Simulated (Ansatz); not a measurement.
CH5Ge (SMILES [CH2][GeH3]) moved off its minimum; all values from Ansatz (an electronic-structure program), cores frozen in correlated methods. Open shells are unrestricted.
(charge 0, multiplicity 2)
```xyz
7

C      1.5191    -0.1006     0.0196
Ge    -0.5712     0.1347    -0.0251
H      2.3347     0.6125    -0.0613
H      2.1185    -1.1120     0.0288
H     -0.9745    -0.3363     1.2626
H     -0.7807     1.5994    -0.1327
H     -0.9453    -0.7958    -1.2052
```

### Question
Give the forces (eV/Å), the total energy and the dipole at CCSD(T)/cc-pVTZ.

### Answer

```csv
atom,Fx,Fy,Fz
C1,0.452,-1.926,-0.100
Ge2,3.817,-0.684,-1.789
H3,-0.561,0.801,-0.002
H4,-1.858,1.420,0.050
H5,-1.035,-0.896,2.074
H6,-0.429,0.977,-0.360
H7,-0.387,0.309,0.128
```
Energy -2116.4389 hartree, dipole 0.83 D.
